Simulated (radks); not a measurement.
Task: I24+, configuration [Ar] 3d10 4s1. Calculated with a radial shooting solver on a logarithmic mesh with Libxc functionals: Dirac Kohn-Sham, PBE, spin-unpolarised, spherical densities, point nucleus.

Spin-orbit splittings of the eigenvalues, e(l+1/2) - e(l-1/2), with zeta = 2 splitting/(2l+1) and mean radii in bohr:

shell  occ.  splitting (eV)  zeta (eV)  <r> j=l-1/2  <r> j=l+1/2
2p        6           300.0      200.0      0.09826       0.1039
3p        6           58.59      39.06       0.2984       0.3092
3d       10           12.59      5.036       0.2782       0.2815
4p        0               ?          ?       0.6494       0.6652

Estimate the 4p splitting.

Result: 17.10 eV (zeta = 11.40 eV).
